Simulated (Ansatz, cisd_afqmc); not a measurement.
System: PO, charge 0, doublet. PO (SMILES O=[P], doublet).
B3LYP-D3(BJ)/def2-TZVP minimum from Ansatz (a program for electronic structure):
```xyz
2

P      0.0000     0.0000    -0.5147
O      0.0000     0.0000     0.9651
```
Charge 0, spin multiplicity 2.

Total energies in cc-pV(D+d)Z, 11 correlated electrons, 6 frozen orbitals. Radicals and triplets start from unrestricted determinants; spin-orbit coupling is neglected. Correlated methods leave the cores frozen. No relativity. AFQMC is phaseless with a CISD trial state; ± is one standard error, without the phaseless bias. Outlying blocks are dropped, and bars are widened where a walk drifts. Over all cases where full CI ran beside it in this data, AFQMC minus full CI had a median of +0.1 mEh and passed +0.4 mEh in a tenth of the cases.

```
method         program         energy (Eh)  minus CCSDTQ (mEh)
----------  ----------  ------------------  ------------------
HF              Ansatz          -415.57471              308.30
MP2             Ansatz          -415.85900               24.02
CCSD            Ansatz          -415.86968               13.34
CCSD(T)         Ansatz          -415.88097                2.04
CCSDT(Q)        Ansatz          -415.88330               -0.28
CCSDTQ          Ansatz          -415.88302                0.00
AFQMC/CISD  cisd_afqmc  -415.8820 ± 0.0004           1.0 ± 0.4
```

Rough core times of Ansatz's runs on a shared machine: CCSD(T) under 20 s, CCSDT(Q) under 20 s, CCSDTQ 20 min.
